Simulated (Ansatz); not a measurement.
Correlation energies of `C[AsH]C` by basis set

```csv
atom,x (Å),y (Å),z (Å)
C1,1.4537,0.1147,0.3219
As2,-0.0834,-1.1147,0.3376
C3,-1.3322,0.0216,-0.6744
H4,1.8855,0.1161,-0.6800
H5,2.2093,-0.2451,1.0209
H6,1.1640,1.1303,0.5912
H7,-0.5899,-0.6912,1.7142
H8,-1.0317,0.0176,-1.7231
H9,-2.3369,-0.3962,-0.6035
H10,-1.3384,1.0469,-0.3048
```

Charge 0, multiplicity 1. Correlated methods include outer-core shells of As, which these sets cover unevenly. Scalar relativity is left out up to krypton. The geometry is a stationary point of PBE0-D4/def2-TZVP. Frozen core, restricted reference, Ansatz 0.2.0.

```
     basis      HF (Eh)  MP2 corr.
  def2-SVP  -2313.66764   -0.53485
def2-TZVPP  -2314.03694   -0.63933
def2-QZVPP  -2314.08627   -0.94373
```

(1) Estimate the CCSD correlation energy and the (T) correction in each basis where they were run (hartree).

Answers

(1) 
```json
{"basis": "def2-SVP", "CCSD corr.": "-0.57445", "(T)": "-0.01622"}
{"basis": "def2-TZVPP", "CCSD corr.": "-0.67446", "(T)": "-0.02524"}
```
